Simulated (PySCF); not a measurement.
**A ladder of Hamiltonians for Ga¹⁹⁺ (gallium, charge +19)**

Occupied: 1s1/2, 2s1/2, 2p1/2, 2p3/2, 3s1/2. Hartree-Fock calculated with PySCF 2.14 in an even-tempered Gaussian basis (18 s from 0.89 bohr⁻², ratio 2.7; 13 p from 1.1 bohr⁻², ratio 2.7), Gaussian nucleus throughout. NR is non-relativistic, sf-X2C the spin-free one-electron X2C Hamiltonian, X2C adds the bare one-electron spin-orbit term, X2C-SNSO screens it by Boettger's factors, DC is four-component Dirac-Coulomb, and the Gaunt and Breit terms are added at first order (total energies over the DC spinors, levels after relaxing the spinors in that mean field). QED terms are absent. Levels marked empty are virtual spinors of this ion; the basis has s and p functions only, so 3d, which can lie below the n = 4 levels, is absent.

```csv
Hamiltonian,E (hartree),E − E(DC) (hartree),CPU seconds
NR,-1722.6729,19.0696,0.41
sf-X2C,-1741.3892,0.3533,0.24
X2C,-1741.4560,0.2865,0.3
X2C-SNSO,-1741.4476,0.2949,0.3
DC,-1741.7425,0.0000,14
DC+Gaunt,-1740.8749,0.8676,24
DC+Breit,-1740.9485,0.7940,74
```

| level (eV) | NR | sf-X2C | X2C | X2C-SNSO | DC | DC+Gaunt | DC+Breit |
| --- | --- | --- | --- | --- | --- | --- | --- |
| 1s1/2 | -11080.9 | -11216.2 | -11216.0 | -11216.0 | -11221.7 | -11207.5 | -11208.4 |
| 2s1/2 | -2048.3 | -2080.9 | -2080.8 | -2080.8 | -2081.4 | -2080.2 | -2080.3 |
| 2p1/2 | -1897.9 | -1906.0 | -1927.0 | -1925.6 | -1925.7 | -1923.6 | -1923.9 |
| 2p3/2 | -1897.9 | -1906.0 | -1896.0 | -1896.6 | -1897.0 | -1895.5 | -1895.7 |
| 3s1/2 | -752.62 | -761.20 | -761.20 | -761.20 | -761.31 | -761.04 | -761.07 |
| 3p1/2 (empty) | -673.34 | -676.13 | -680.49 | -680.20 | -680.22 | -679.78 | -679.84 |
| 3p3/2 (empty) | -673.34 | -676.13 | -674.03 | -674.16 | -674.23 | -673.92 | -673.99 |
| 4s1/2 (empty) | -369.08 | -372.17 | -372.17 | -372.17 | -372.21 | -372.11 | -372.13 |

```
interval (eV)    X2C  X2C-SNSO     DC  DC+Gaunt  DC+Breit
2p3/2 − 2p1/2  31.04     29.01  28.76     28.15     28.15
3p3/2 − 3p1/2  6.457     6.035  5.990     5.853     5.853
```

Weight of the small component: 1s1/2 0.0126, 2s1/2 0.00251, 2p1/2 0.00246, 2p3/2 0.00241, 3s1/2 0.000824, 3p1/2 0.000778, 3p3/2 0.000770, 4s1/2 0.000363.

Koopmans' value for the highest occupied level at DC+Breit: 761.07 eV, against an ionisation energy of 765.7 ± 0.9 eV (semi-empirical (NIST evaluation); NIST Atomic Spectra Database, ionization energies); the former lacks relaxation, correlation, QED and recoil.

The whole ladder took 120 s of wall time on 1 thread of Neoverse-N1 (shared host), launched as `OMP_NUM_THREADS=1 python relrun2.py TASK.json OUT` (a driver that calls PySCF for each Hamiltonian).
